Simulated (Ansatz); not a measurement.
Reaction (redistribution): `O[SiH](O)[SiH2]Cl` + `O[SiH](Cl)O[Si](F)(F)Cl` → `O[SiH](O)O[SiH](O)Cl` + `F[Si](F)(Cl)[SiH2]Cl`

Gas-phase electronic energies from Ansatz, PBE0-D4/def2-TZVP geometries. CBS: MP2 limit from def2 TZ/QZ plus the TZ coupled-cluster correction, frozen cores. DFT in def2-TZVPP. B3LYP here is the variant with VWN-RPA as its local correlation; programs differ in this. One conformer a species, not always the lowest.

(1) Is it downhill or uphill in electronic energy at CCSD(T)/CBS, and by how much? (Estimate.)

(2) What do these levels give: r2SCAN-D4, PBE0-D4, ωB97X-V, B2PLYP, PBE, r2SCAN, B3LYP, HF/def2-TZVPP, MP2/def2-TZVPP, CCSD/def2-TZVPP, HF/CBS(def2), CCSD/CBS(def2)? (Best estimate.)

Largest T1 diagnostic among the species: 0.012.

Answers

(1) Computed: Downhill: ΔE = -13.9 kJ/mol.

(2) Computed: r2SCAN-D4 -14.7, PBE0-D4 -14.4, ωB97X-V -14.7, B2PLYP -15.6, PBE -17.6, r2SCAN -15.0, B3LYP -16.8, HF/def2-TZVPP -10.7, MP2/def2-TZVPP -13.7, CCSD/def2-TZVPP -11.9, HF/CBS(def2) -10.6, CCSD/CBS(def2) -13.0 kJ/mol.
